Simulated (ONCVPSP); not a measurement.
Transferability test, ONCV potential for phosphorus

- Element: P
- Generator: ONCVPSP 4.0.1
- Type: optimised norm-conserving Vanderbilt (ONCV)
- Functional: PBEsol
- Relativity: scalar-relativistic
- Frozen core: [Ne]
- Valence charge: 5
- Reference configuration: 3s2 3p1 (charge +2)
- Partial waves: 3s: rc 1.65 bohr, ncon 3, nbas 7, qcut 4.5 1/bohr, 2 projectors, debl 1.2 Ha; 3p: rc 1.20 bohr, ncon 5, nbas 8, qcut 6.8 1/bohr, 3 projectors, debl 1.6 Ha; d scattering state at 0.06 Ha: rc 1.30 bohr, ncon 5, nbas 9, qcut 6.2 1/bohr, 1 projector
- Local potential: polynomial inside 0.90 bohr (lpopt 5, dvloc0 1 Ha)
- Core correction: Teter function, fcfact 2.25, rcfact 1.65

In the s channel the program set the typed energies aside and used -1.246, 0.250 Ha.

Energies are relative to the spin-unpolarised reference configuration 3s2 3p1; without spin polarisation the order of configurations can differ from experiment.

Task: Give the all-electron excitation energy and the error of the potential for: 3s2 3p3; 3s2 3p2; 3s2 3p0; 3s0 3p5.

Result:

```tsv
valence configuration	charge	ΔE all-electron (eV)	error AE − PS (meV)
3s2 3p3	0	-28.810	-2.5
3s2 3p2	+1	-19.112	-1.8
3s2 3p0	+3	29.706	-14
3s0 3p5	0	-11.658	+27
```

Note: ghosts flagged at negative energy: p at -149.5 eV; GHOST(+) flagged for s at 84.1 eV, p at 359.4 eV. A true bound ghost makes a file unfit for plane-wave use.
